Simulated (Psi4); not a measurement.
F₂ (SMILES FF), singlet, at a GFN2-xTB geometry. Base run: MP2/STO-3G (Psi4).

Psi4 was given this input:
```
memory 2 GB

molecule mol {
0 1
F    -0.000000   -0.000000   -0.701582
F     0.000000    0.000000    0.701582
}

set {
  basis sto-3g
  reference rhf
  freeze_core true
}

energy('mp2')
print_variables()
```

The base run was repeated with changes; each row names its change, and settings that it needs were set with it.

| change | basis functions | E (Eh) | MP2 correlation (Eh) |
|---|---|---|---|
| base | 10 | -196.02098 | -0.05114 |
| basis = def2-SV(P) | 28 | -198.89721 | -0.38962 |
| basis = cc-pVDZ | 28 | -199.07925 | -0.39291 |
| basis = 6-31G** | 30 | -199.03490 | -0.36038 |
| basis = 6-31G* | 30 | -199.03490 | -0.36038 |
| basis = 6-31+G* | 38 | -199.05225 | -0.37060 |
| basis = aug-cc-pVDZ | 46 | -199.12644 | -0.42685 |
| basis = def2-SVPD | 46 | -198.92418 | -0.40847 |
| basis = aug-pcseg-1 | 46 | -199.02045 | -0.39997 |
| basis = cc-pVTZ | 60 | -199.27446 | -0.52136 |
| basis = pcseg-2 | 60 | -199.26022 | -0.50500 |
| basis = def2-TZVP | 62 | -199.28282 | -0.51738 |
| basis = aug-cc-pVTZ | 92 | -199.29077 | -0.53489 |

Totals compare only among sets that treat the same electrons; sets with core potentials leave the core out.
